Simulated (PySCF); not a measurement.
Fill in the blanks.

C₄H₅F₂S (charge -1).
SMILES: `C=C([S-])CC(F)F`

Conformer (atom-mapped SMILES and torsion angles): `[CH2:1]=[C:2]([S-:3])[CH2:4][CH:5]([F:6])[F:7]`: C1–C2–C4–C5 125°, C2–C4–C5–F6 -81°.

| property | level | value |
| --- | --- | --- |
| point group of the GFN2-xTB geometry | GFN2-xTB | ? |
| rotational constants A, B, C of the GFN2-xTB geometry | GFN2-xTB | ? |
| HOMO energy | PBE0/pcSseg-1 | ? |
| LUMO energy | PBE0/pcSseg-1 | ? |
| 13C chemical shifts (computed TMS as zero) by class | GIAO PBE0/pcSseg-1 | ? |
| 1H chemical shifts (computed TMS as zero) by class | GIAO PBE0/pcSseg-1 | ? |
| isotropic shieldings of nuclei other than C and H, by class | GIAO PBE0/pcSseg-1 | 315 (2 F), 494 (1 S) ppm |

Electronic properties: PySCF, gas phase, density fitting. NMR classes are plain means over equivalent atoms (diastereotopic ones count apart unless rotation or inversion swaps them), as if these changed places fast; in this geometry the members of some classes differ. No diffuse functions stand in pcSseg-1, which bears on an anion's orbital energies.

What are the rotational constants A, B, C of the GFN2-xTB geometry?

3.492, 1.318, 1.146 GHz.

The LUMO energy?

5.15 eV.

What are the 1H chemical shifts (computed TMS as zero) by class?

8.04 (1 H), 4.47 (1 H), 4.40 (1 H), 2.38 (2 H) ppm.

The 13C chemical shifts (computed TMS as zero) by class?

171.2 (1 C), 131.3 (1 C), 96.9 (1 C), 54.6 (1 C) ppm.

The point group of the GFN2-xTB geometry?

C1.

The HOMO energy?

-0.32 eV.

With B = h/(8π²I), that is 505.379 GHz u Å² over I, the principal moments of inertia are 144.7, 383.4 and 441.1 u Å² (most abundant isotopes). The rotational constants make it an asymmetric top with κ = (2B − A − C)/(A − C) = -0.85, nearer the prolate limit (−1).

For the NMR shielding job (PBE0/pcSseg-1), rough CPU time on one thread of a shared machine: about 40 s.

One conformer stands for the species.
